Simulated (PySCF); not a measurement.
H4SSiSn, SMILES [SiH3][Sn][SH] (connectivity only; charge and spin as stated), neutral, multiplicity 1.

The structure is a stationary point at B3LYP-D3(BJ)/def2-SVP. The def2 effective core potentials stand for the cores of Sn; spin–orbit coupling is left out. One conformer was computed; it need not be the lowest.

Method: PBE0/def2-TZVPD in PySCF.

Symmetry labels are those of the subgroup Cs that the program uses (full group Cs).

Question: List the valence orbital energies around the gap with their symmetry. (Estimate from the structure and the level; the computed values follow.)

Answer: 
```
orbital  symmetry  energy (eV)
-------  --------  -----------
HOMO−7         A'       -14.96
HOMO−6         A'       -12.64
HOMO−5         A'       -10.94
HOMO−4         A"        -9.66
HOMO−3         A'        -9.58
HOMO−2         A'        -8.07
HOMO−1         A"        -7.69
HOMO           A'        -6.49
LUMO           A"        -2.93
LUMO+1         A'        -0.96
LUMO+2         A'        -0.26
LUMO+3         A'         0.07
```
